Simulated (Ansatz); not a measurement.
Mulliken charges of C3H5FTe, SMILES `FC1CC[Te]1` from ωB97M-V/def2-TZVPP in Ansatz (PBE0-D4/def2-TZVP geometry).

| atom | x (Å) | y (Å) | z (Å) | charge (e) |
| --- | --- | --- | --- | --- |
| F1 | -1.610 | 1.313 | 0.436 | -0.207 |
| C2 | -1.159 | 0.211 | -0.246 | 0.001 |
| C3 | -0.018 | -0.484 | 0.487 | -0.131 |
| C4 | 1.244 | 0.107 | -0.145 | -0.369 |
| Te5 | 0.143 | 0.722 | -1.909 | 0.081 |
| H6 | -2.024 | -0.401 | -0.499 | 0.115 |
| H7 | -0.075 | -1.555 | 0.277 | 0.117 |
| H8 | -0.091 | -0.349 | 1.571 | 0.100 |
| H9 | 1.628 | 0.984 | 0.371 | 0.156 |
| H10 | 2.047 | -0.600 | -0.339 | 0.135 |

Question: By hand: the dipole of these point charges (1 e Å = 4.8032 D).

Answer: Σ q r = (0.167, -0.380, -0.111) e Å, of length 0.430 e Å = 2.07 D.

Question: How does the dipole of the full density compare? (An estimate is asked.)

Answer: Computed: (0.165, -0.353, 0.104) e Å, 1.94 D; the point charges give 1.07 times that, at 30° from its direction.

Point charges leave out the atoms' own dipoles, such as those of lone pairs, and Mulliken's split depends on the basis, so the two needn't agree.
